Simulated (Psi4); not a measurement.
Psi4 input (wB97X-D/6-31G*):

```
memory 1500 MB

molecule {
1 1
Al    0.00000000    0.00000000    0.00000000
symmetry c1
no_reorient
no_com
}

set {
  basis 6-31G*
  reference rks
  scf_type pk
  dft_radial_points 99
  dft_spherical_points 590
  e_convergence 1e-8
  d_convergence 1e-7
  maxiter 150
}

e = energy('wb97x-d')
print_out(f'\nFINAL {e:.10f} DIPOLE {variable("CURRENT DIPOLE")[0]:.6f} {variable("CURRENT DIPOLE")[1]:.6f} {variable("CURRENT DIPOLE")[2]:.6f}\n')
```

**Question.** What final total energy does it give?

**Answer.** -242.11514 Eh.
